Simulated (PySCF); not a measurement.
Species: C4H8BOP.
Z-matrix (Å and degrees, GFN2-xTB geometry), rows numbered from 1:
```
P 
B   1  1.9313
C   2  1.5958  1   97.72
C   3  1.3621  2  139.56  1   179.80
C   4  1.4204  3  107.32  2  -179.97
C   5  1.3562  4  106.24  3     0.03
O   6  1.3524  5  109.87  4    -0.04
H   1  1.3782  2  120.25  3   -61.22
H   1  1.3780  2  120.27  3    61.37
H   1  1.3896  2  118.26  3  -179.98
H   2  1.1911  1  106.92  3   119.36
H   2  1.1907  1  106.87  3  -119.40
H   4  1.0713  3  126.34  2     0.12
H   5  1.0718  4  127.03  3  -180.00
H   6  1.0727  5  132.45  4   179.99
```

The closed-shell SCF was solved with PySCF and density fitting under several settings on one GFN2-xTB geometry (grid level 2 and gas phase unless stated).

| settings | basis functions | SCF cycles | E (Eh) | HOMO (eV) | LUMO (eV) | dipole (D) |
| --- | --- | --- | --- | --- | --- | --- |
| PBE0/pcSseg-1 | 166 | 14 | -598.1389 | -5.97 | 0.59 | 3.47 |
| CAM-B3LYP/def2-SVPD | 211 | 13 | -598.2073 | -7.28 | 0.84 | 3.31 |
| X3LYP/pcseg-1, fitting basis def2-universal-jkfit | 142 | 11 | -598.4096 | -5.79 | 0.36 | 3.42 |
| LDA/6-31G, energy threshold 1e-11 Eh, start guess huckel | 83 | 17 | -594.9465 | -4.82 | -0.04 | 3.55 |
| PBE0/def2-SVPD, IEF-PCM chloroform, fitting basis def2-qzvpp-jkfit | 211 | 11 | -597.9151 | -6.13 | 0.45 | 4.25 |

Task: Estimate the rows for these settings: (1) OPBE/pcSseg-1, energy threshold 1e-08 Eh; (2) PBE/6-311+G(2d,p), energy threshold 1e-06 Eh, fitting basis def2-universal-jkfit; (3) PBE0/6-311+G(2d,p), fitting basis def2-universal-jkfit.

Result: 
| settings | basis functions | SCF cycles | E (Eh) | HOMO (eV) | LUMO (eV) | dipole (D) |
| --- | --- | --- | --- | --- | --- | --- |
| OPBE/pcSseg-1, energy threshold 1e-08 Eh | 166 | 11 | -598.4262 | -4.92 | -0.20 | 3.44 |
| PBE/6-311+G(2d,p), energy threshold 1e-06 Eh, fitting basis def2-universal-jkfit | 245 | 9 | -598.2129 | -5.00 | -0.91 | 3.16 |
| PBE0/6-311+G(2d,p), fitting basis def2-universal-jkfit | 245 | 11 | -598.2663 | -5.97 | -0.31 | 3.25 |

Task: Over all rows, what range does the HOMO–LUMO gap span?

Result: From 4.09 eV (PBE/6-311+G(2d,p), energy threshold 1e-06 Eh, fitting basis def2-universal-jkfit) to 8.12 eV (CAM-B3LYP/def2-SVPD). The functional of the narrowest has no exact exchange, that of the widest range-separated exact exchange.

Task: And the dipole moment?

Result: From 3.16 D (PBE/6-311+G(2d,p), energy threshold 1e-06 Eh, fitting basis def2-universal-jkfit) to 4.25 D (PBE0/def2-SVPD, IEF-PCM chloroform, fitting basis def2-qzvpp-jkfit); the largest is 1.34 times the smallest, and the median is 3.43 D.

Task: Compare two rows with the functional PBE0: PBE0/pcSseg-1 and PBE0/6-311+G(2d,p), fitting basis def2-universal-jkfit. Which energy is lower, and by how much?

Result: PBE0/6-311+G(2d,p), fitting basis def2-universal-jkfit (245 functions) lies 0.1274 Eh or 80 kcal/mol below PBE0/pcSseg-1 (166 functions).

Cycle counts include a coarse-grid stage where the run had one. All basis functions are spherical, in the Pople sets too. The structure is a single GFN2-xTB conformer; no vibrational corrections.
